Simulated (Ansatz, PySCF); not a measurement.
Reaction (SMILES): C[SH+]C -> CC[SH2+]
Structures are relaxed separately at B3LYP-D3(BJ)/def2-TZVP in Ansatz (a program for electronic structure), one conformer each, not searched for the lowest.

Property: isomerisation energy (enthalpy at 298 K, with B3LYP-D3(BJ) rigid-rotor harmonic-oscillator terms from PySCF), in kcal/mol. Cores are frozen in the correlated levels unless marked. Spin-orbit coupling is left out. Non-relativistic. CBS marks a two-point X^-3 extrapolation of the correlation energy; Hartree-Fock from the larger set. [CCSD(T)-MP2]/basis is that difference in the basis named.

```csv
level,program,isomerisation energy (kcal/mol),minus last row
r2SCAN/def2-TZVPD,Ansatz,7.9,0.5
r2SCANh-D4/def2-TZVPD,Ansatz + dftd4,7.9,0.5
r2SCAN0/def2-TZVPD,Ansatz,7.8,0.4
M06-2X/def2-TZVPD,PySCF,7.6,0.2
CAM-B3LYP-D3(BJ)/def2-TZVPD,Ansatz + dftd3,7.4,0.0
B2GP-PLYP/def2-TZVPD,Ansatz,7.5,0.1
MP2/STO-3G,Ansatz,8.6,1.2
CCSD/6-31G,Ansatz,6.5,-0.9
CCSD(T)/cc-pV(D+d)Z,Ansatz,4.4,-3.0
"RI-MP2/CBS(cc-pV(T+d)Z,cc-pV(Q+d)Z)+[CCSD(T)-MP2]/cc-pV(T+d)Z",Ansatz,7.4,0.0
```
